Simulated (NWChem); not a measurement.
# ZrI4; SMILES [Zr]([I])([I])([I])[I]

Program: NWChem. All runs use the structure optimised with PBE0/def2-SVP (def2 core potentials past Kr). No frequency run checked for a minimum.

### Question
Estimate the computed values for PBE/STO-3G (all-electron, non-relativistic). Quantities: highest occupied level (eV); orbital gap (eV).

### Answer
* **highest occupied level (eV)**: -4.49
* **orbital gap (eV)**: 4.60
